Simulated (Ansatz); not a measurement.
Basis sets compared for Zn6S5Cl2, a halide-capped cluster cut from wurtzite ZnS (2 Cl on the cations). Charge 0, multiplicity 1. Geometry PBE-D4/def2-SVP. Ansatz on 2 threads of AMD EPYC 7R13 on a shared host and a share (18 GiB) of an NVIDIA H100 80GB HBM3; times are rough, and most runs start from earlier orbitals.

Cartesian coordinates in Å:
```
Zn -1.5890 -0.9684 1.6416
S -0.1662 0.6995 0.7191
S 2.8415 -1.5419 1.8248
Zn 2.4054 0.2125 0.5101
Zn -1.2819 1.8639 -1.0316
S 3.1825 1.5684 -1.0883
S -1.0094 -2.8057 0.1678
Zn 0.9867 -2.3113 1.0737
Zn -0.5488 -0.9105 -1.0325
S -0.6479 0.4353 -2.8836
Zn 1.3619 1.0782 -2.1095
Cl -3.0102 -0.9126 3.2276
Cl -2.5246 3.5928 -1.0191
```

The 6-31G sets use Cartesian d functions. Single mean-field runs in def2-TZVP are fitted with def2-universal-jkfit.

Binding counts from free atoms (Zn singlet, S triplet, Cl doublet) in the same basis, without a counterpoise term.

```csv
level,functions,energy (Eh),HOMO (eV),LUMO (eV),binding per atom (eV),wall time
HF/STO-3G,171,-13418.8630,-3.47,2.34,2.23,2.9 min
HF/6-31G,265,-13571.8701,-10.32,-1.05,1.53,25 s
PBE-D4/def2-SVP,312,-13583.0009,-6.13,-3.35,2.68,8.5 s
PBE0-D4/def2-SVP,312,-13583.4103,-7.32,-2.78,2.63,9.5 s
```

Question: Estimate the rows for PBE-D4/def2-TZVP (with forces), PBE0-D4/def2-TZVP.

Answer: 
```
                         level  functions  energy (Eh)  HOMO (eV)  LUMO (eV)  binding per atom (eV)  wall time
PBE-D4/def2-TZVP (with forces)        547  -13585.5954      -6.40      -3.58                   2.53       11 s
             PBE0-D4/def2-TZVP        547  -13585.9371      -7.50      -2.99                   2.53      8.5 s
```
